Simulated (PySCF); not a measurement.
Two species compared at the same levels of theory.

First species: C₄H₃ClP₂.
Cartesian coordinates in Å at the GFN2-xTB level; atoms count from 1:
```
atom  x, y, z in Å
Cl1    2.855   -1.406   -0.032
C2     1.297   -0.619   -0.016
C3     1.286    0.750    0.010
P4    -0.092    1.809    0.032
C5    -1.421    0.690    0.012
C6    -1.391   -0.681   -0.013
P7    -0.028   -1.759   -0.035
H8     2.247    1.254    0.018
H9    -2.398    1.163    0.022
H10   -2.347   -1.196   -0.022
```

Second species: C5H7N2P.
Geometry (GFN2-xTB, Å), atoms numbered from 1 in this order:
```
atom  x, y, z in Å
C1    -2.332    0.991    0.928
C2    -2.046    0.248   -0.132
N3    -0.760   -0.169   -0.446
C4    -0.446   -0.927   -1.523
P5     1.230   -1.269   -1.629
C6     1.385   -0.311   -0.132
C7     2.663   -0.047    0.585
N8     0.265    0.172    0.326
H9    -1.557    1.306    1.602
H10   -3.341    1.294    1.137
H11   -2.794   -0.090   -0.834
H12   -1.228   -1.240   -2.192
H13    3.124   -0.986    0.892
H14    2.470    0.563    1.464
H15    3.362    0.472   -0.069
```

Levels: CAM-B3LYP/def2-SVPD for dipole moment, HOMO energy, LUMO energy, HOMO–LUMO gap, static isotropic polarisability and electronic spatial extent ⟨r²⟩ about the centre of nuclear charge; TDDFT CAM-B3LYP/def2-SVPD for lowest singlet excitation; TDA CAM-B3LYP/def2-SVPD for lowest triplet excitation (Tamm–Dancoff); GFN2-xTB for rotational constant A and rotational constant C. Geometries: GFN2-xTB. Each structure is a single optimised conformer of the isolated species, non-relativistic unless stated. Electronic properties by PySCF.

Dipoles, sizes and rotational constants follow the conformer. The torsions of the flexible species, by atom-mapped SMILES:
- `[CH2:1]=[CH:2][n:3]1[cH:4][p:5][c:6]([CH3:7])[n:8]1`: C1–C2–N3–C4 180°

Values for the first species:

| Item | Value |
| --- | --- |
| Dipole moment | 1.75 D |
| HOMO energy | -8.22 eV |
| LUMO energy | -1.66 eV |
| HOMO–LUMO gap | 6.56 eV |
| Lowest singlet excitation | 4.15 eV |
| Lowest triplet excitation (Tamm–Dancoff) | 2.35 eV |
| Static isotropic polarisability | 109.8 au |
| Electronic spatial extent ⟨r²⟩ about the centre of nuclear charge | 1256 bohr² |
| Rotational constant A | 2.641 GHz |
| Rotational constant C | 0.824 GHz |

Estimate the same properties for the second species, and the change in each.

```
                                                         property       first      second  second less first
                                                    dipole moment      1.75 D      1.41 D            -0.34 D
                                                      HOMO energy    -8.22 eV    -7.68 eV           +0.54 eV
                                                      LUMO energy    -1.66 eV    -0.11 eV           +1.55 eV
                                                    HOMO–LUMO gap     6.56 eV     7.57 eV           +1.01 eV
                                        lowest singlet excitation     4.15 eV     4.89 eV           +0.74 eV
                         lowest triplet excitation (Tamm–Dancoff)     2.35 eV     3.32 eV           +0.97 eV
                                  static isotropic polarisability    109.8 au    101.0 au            -8.8 au
electronic spatial extent ⟨r²⟩ about the centre of nuclear charge  1256 bohr²  1166 bohr²          -90 bohr²
                                            rotational constant A   2.641 GHz   3.372 GHz         +0.731 GHz
                                            rotational constant C   0.824 GHz   0.981 GHz         +0.157 GHz
```

On the first: In atomic units the dipole is 0.69 e·bohr (1 au = 2.5417 D). No computed singlet falls in the visible range (750 to 380 nm, 1.65 to 3.26 eV); S1 lies 0.89 eV above its blue end.

On the second: In atomic units the dipole is 0.56 e·bohr (1 au = 2.5417 D). The principal polarisabilities are 62.6, 100.4 and 140.0 au; their mean is the isotropic value.
